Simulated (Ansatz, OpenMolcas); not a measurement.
## A ladder of methods for AsH2 (SMILES [AsH2])

AsH2 has 3 atoms, charge 0, and is taken as a doublet. SMILES: `[AsH2]`. The shape is that of a PBE0-D4/def2-TZVP optimisation.

```xyz
3

As   -0.5733    0.3274   -0.2748
H     0.6804    0.7957    0.4591
H    -0.1071   -1.1232   -0.1843
```

Quantity: the electronic atomisation energy, in eV. The values are calculated. Electronic energies at fixed atoms, without zero-point motion or spin-orbit coupling.

```
            level                    kind     program  value (eV)  less CCSD(T)/cc-pVTZ
    UBLYP/cc-pVTZ                     GGA      Ansatz        6.25                 +0.26
 U-r2SCAN/cc-pVTZ                meta-GGA  OpenMolcas        6.16                 +0.17
   UB3LYP/cc-pVTZ           global hybrid      Ansatz        6.26                 +0.27
    UPBE0/cc-pVTZ           global hybrid      Ansatz        6.00                 +0.01
U-wB97M-V/cc-pVTZ  range-separated hybrid      Ansatz        6.12                 +0.13
  UB2PLYP/cc-pVTZ           double hybrid      Ansatz        6.10                 +0.11
  RPA@PBE/cc-pVTZ                     RPA      Ansatz        6.09                 +0.10
 UCCSD(T)/cc-pVTZ   coupled cluster or CI      Ansatz        5.99                  0.00
```

Differences are taken from UCCSD(T)/cc-pVTZ for orientation; it has basis-set and higher-order errors of its own. All-electron rows without a relativistic Hamiltonian named are non-relativistic. The values span 5.99 to 6.26 eV. In the correlated wave-function rows the outer d shell of As is correlated, in sets not made for it.
